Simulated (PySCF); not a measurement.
**B (boron, neutral) across methods**

[He] 2s1 2p2, high-spin 4P determinant (an excited configuration). Calculation: PySCF 2.14, in aug-cc-pwCVTZ (7s6p4d2f, 59 functions); no relativity, point nucleus.

```csv
method,E (hartree),mean ε 1s β (eV),mean ε 2s α (eV),mean ε 2p α (eV),Σ⟨r²⟩ (bohr²),⟨S²⟩
r2SCAN,-24.5291,-182.68,-11.298,-5.130,16.02,3.750
UHF,-24.45147,-207.96,-17.532,-9.696,15.76,3.750
BHandHLYP,-24.5205,-194.57,-13.927,-7.110,15.97,3.750
LDA,-24.2341,-177.77,-10.620,-4.843,16.56,3.750
wB97X,-24.5314,-188.73,-15.130,-8.418,16.13,3.750
CAM-B3LYP,-24.5082,-187.84,-13.863,-7.367,16.16,3.750
HSE06,-24.5036,-186.47,-12.045,-5.706,16.11,3.750
PBE0,-24.5001,-186.90,-12.490,-6.111,16.11,3.750
```

Question: Estimate the same row for PBE.

Answer: E (hartree) = -24.4905; mean ε 1s β (eV) = -179.67; mean ε 2s α (eV) = -10.708; mean ε 2p α (eV) = -4.840; Σ⟨r²⟩ (bohr²) = 16.41; ⟨S²⟩ = 3.750.
